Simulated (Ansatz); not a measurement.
Input for Ansatz (a quantum-chemistry and plane-wave program): R-BHLYP/def2-TZVPP on GaCl, 2S+1 = 1, a spin state set in the input, which need not be the lowest, a point of a bond scan (R = 2.225 Å).

Ansatz 0.2 input:
```yaml
crystal:
  periodic: [false, false, false]
  atoms:
    - {symbol: Cl, position_ang: [0.00000000, 0.00000000, 0.00000000]}
    - {symbol: Ga, position_ang: [0.00000000, 0.00000000, 2.22472800]}
basis:
  gaussian:
    orbitals: def2-TZVPP
    pivot_positions_ang: [[0.00000000, 0.00000000, 0.00000000], [0.00000000, 0.00000000, 2.22472800]]
hamiltonian:
  xc: {name: BHLYP}
output: {forces: true, orbitals: {seedname: ./end}}
```

Q: What total energy does the run end on?

A: -2385.1110 hartree.
